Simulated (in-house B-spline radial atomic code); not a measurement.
Configurations of Cu+, with energies counted from [Ar] 3d10. Method: Dirac-Hartree-Fock, average of configuration, Fermi nucleus of rms radius 3.8823 fm. Calculated with an all-electron radial atomic-structure program (B-spline basis). Energies include first-order Breit, QED and recoil terms.

Occupations are held fixed; configurations that lie above the ionisation limit could autoionise.

| configuration | E - E(ref) (eV) | highest orbital | its <r> (bohr) |
| --- | --- | --- | --- |
| [Ar] (3d3/2)4 (3d5/2)5 (4p1/2)1 | 6.1499 | 4p1/2 | 3.313 |
| [Ar] (3d3/2)4 (3d5/2)5 (7p1/2)1 | 15.265 | 7p1/2 | 20.38 |
| [Ne] 3s2 (3p1/2)1 (3p3/2)4 3d10 (5p3/2)1 | 90.425 | 5p3/2 | 7.557 |
| [Ne] 3s2 (3p1/2)2 (3p3/2)3 3d10 7s1 | 90.752 | 7s1/2 | 17.85 |
| [Ne] 3s2 (3p1/2)1 (3p3/2)4 3d10 (4f5/2)1 | 92.153 | 4f5/2 | 8.976 |
| [Ne] 3s2 (3p1/2)1 (3p3/2)4 3d10 (7d5/2)1 | 94.088 | 7d5/2 | 26.33 |

Question: Order these further configurations by energy, lowest first.
A. [Ar] (3d3/2)4 (3d5/2)5 (7d3/2)1
B. [Ne] 3s2 (3p1/2)1 (3p3/2)4 3d10 6s1
C. [Ne] 3s2 (3p1/2)2 (3p3/2)3 3d10 (6d5/2)1
D. [Ne] 3s2 (3p1/2)1 (3p3/2)4 3d10 5s1
E. [Ar] (3d3/2)3 (3d5/2)6 (6g9/2)1

Answer: A (15.757 eV), E (15.963 eV), D (88.898 eV), C (90.941 eV), B (91.922 eV).

Question: How far above the reference does [Ne] 3s2 (3p1/2)1 (3p3/2)4 3d10 (5f7/2)1 lie?

Answer: 93.378 eV; its least bound orbital is 5f7/2 with <r> = 15.71 bohr.

Question: How far above the reference does [Ar] (3d3/2)3 (3d5/2)6 5s1 lie?

Answer: 10.837 eV; its least bound orbital is 5s1/2 with <r> = 6.225 bohr.
